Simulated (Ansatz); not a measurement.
A structure relaxed at PBE0-D4/def2-TZVP, charge 0, multiplicity 2:

Cartesian coordinates in Å:
```
C -0.427 0.496 0.804
Ge 0.335 -0.523 -0.672
O 1.209 0.728 -1.621
H -1.099 1.261 0.418
H 0.369 0.967 1.379
H -0.987 -0.181 1.452
H -0.745 -1.164 -1.565
H 1.345 -1.584 -0.195
```

(1) Give its formula and SMILES.

(2) Point group (tolerance 0.08 Å, 0.16 Å for H)?

(3) Summarise the bond lengths by kind.

Answers

(1) CH5GeO, `[CH3][GeH2][O]`.

(2) Cs.

(3) 1 × C–Ge 1.949 Å; 3 × C–H 1.089 to 1.091 Å; 1 × Ge–O 1.797 Å; 2 × Ge–H 1.541 Å.

Program: Ansatz 0.2.0.
